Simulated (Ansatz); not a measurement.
Harmonic frequencies (cm⁻¹) at PBE0-D4/def2-TZVP from Ansatz: 43, 100, 119, 184, 190, 207, 233, 255, 448, 662, 722, 766, 791, 1043, 1114, 1124, 1355, 1456, 1477, 1502, 3025, 3088, 3112, 3573.

Each molecule was computed in one conformer, which needn't be the lowest.

Q: Which molecule is it?
A. `[NH2][Ti]([F])([F])[F]`
B. `[NH2][Ti]([OH])([F])[Cl]`
C. `C[NH][Ti]([F])([F])[F]`
D. `O=C=[N][Ti]([N]=C=O)([N]=C=O)[N]=C=O`

A: C.
